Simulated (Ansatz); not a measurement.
`BO[SiH2]S` + H–F → `BO[SiH2]F` + H₂S at 400 K and 1 bar (ligand exchange at the Si–S bond).

Isolated molecules relaxed with PBE0-D4/def2-TZVP in Ansatz; ΔE leaves out vibrations. CBS: MP2 limit from def2 TZ/QZ plus the TZ coupled-cluster correction, frozen cores. This one scheme is used for every species. One conformer a species, not always the lowest.

```tsv
species	CCSD(T)/CBS energy (Eh)	H − E (kJ/mol)	S (J/(mol·K))
`BO[SiH2]S`	-789.92994	169.8	369.9
H–F	-100.39570	36.5	182.2
`BO[SiH2]F`	-491.38453	148.0	340.9
H₂S	-398.97279	53.4	215.9
```

H − E and S are ideal-gas, rigid-rotor, harmonic terms from PBE0-D4/def2-TZVP, for one conformer and one mirror image of each species. 1 Eh = 2625.50 kJ/mol, R = 8.31446 J/(mol·K).

**Question.** By hand: ΔE, ΔH, ΔS and ΔG.

**Answer.** ΔE = (-491.38453) + (-398.97279) − (-789.92994) − (-100.39570) = -0.03168 Eh = -83.2 kJ/mol. Δ(H − E) = 148.0 + 53.4 − 169.8 − 36.5 = -4.9, so ΔH = -88.1 kJ/mol. ΔS = 340.9 + 215.9 − 369.9 − 182.2 = 4.7 J/(mol·K). ΔG = -88.1 − 400 × (4.7)/1000 = -90.0 kJ/mol.

**Question.** By hand: the equilibrium constant, and the temperature at which ΔG would vanish if ΔH and ΔS stayed fixed.

**Answer.** log₁₀ K = −ΔG/(RT ln 10) = 11.8. ΔH and −TΔS have one sign here, so there is no such temperature.

The number of gas molecules stays the same, so ΔS is small and ΔH decides. A doubt of 5 kJ/mol in ΔE shifts log₁₀ K by 0.7 here. Other conformers and mirror images would add mixing entropy, several J/(mol·K) or more a flexible species. Modes under 60 cm⁻¹, often nearly free rotors, make the harmonic entropy too high. These are equilibria of isolated gas molecules and say nothing of rates. Largest T1 diagnostic: 0.013 (customary marks: 0.02 for closed shells, 0.045 for open ones).

ΔS is within the doubt of such terms, so its sign, and with it that verdict, could turn.
